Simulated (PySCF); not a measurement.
Be(F)(OH) (BeFHO), SMILES [OH][Be][F]. Heavy atoms are numbered as in [Be:1]([F:2])[OH:3]. Hydrogens are named by the atom that carries them.

Geometry optimised at TPSSh-D3(BJ)/def2-TZVP. One conformer was computed; it need not be the lowest.

All values below come from PBE0/pcSseg-2 (PySCF).

GIAO shieldings, no solvent; atoms alike by connectivity are averaged. δ = σ(ref) − σ: ¹⁹F against CFCl3 (σ = 165.8 ppm); ¹⁷O against H2O (σ = 327.8 ppm); ¹H against TMS (σ = 31.54 ppm), references at their B3LYP-D3(BJ)/def2-TZVP geometries, non-relativistic.

| atoms | nucleus | count | δ (ppm) |
|---|---|---|---|
| F2 | ¹⁹F | 1 | -219.6 |
| O3 (OH) | ¹⁷O | 1 | ___ |
| H on O3 | ¹H | 1 | 1.50 |

**Question.** What belongs in the gaps? (Estimate from the structure and the level; the computed values follow.)

**Answer.** 
- O3 (OH), δ (ppm): 4.2
